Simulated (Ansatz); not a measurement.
Ansatz (a program for electronic structure) input:

Ansatz 0.2 input:
```yaml
crystal:
  periodic: [false, false, false]
  atoms:
    - {symbol: Hg, position_ang: [-0.00000000, -0.00000000, -0.79628525]}
    - {symbol: Br, position_ang: [0.00000000, 0.00000000, 1.82008056]}
basis:
  gaussian:
    orbitals: def2-TZVP
hamiltonian:
  xc: b3lyp
  dispersion: d3bj
magnetization: {spin_polarized: true, initial_magnetization: 1}
phonons: {temperatures: {t_min: 298.15, t_max: 298.15, t_step: 100}}
```

Question: Which total energy does the run end on?

Answer: -2727.75040 Eh (B3LYP-D3(BJ)/def2-TZVP). The basis has 91 functions.

The spin state was set by rule; other spins were not relaxed.
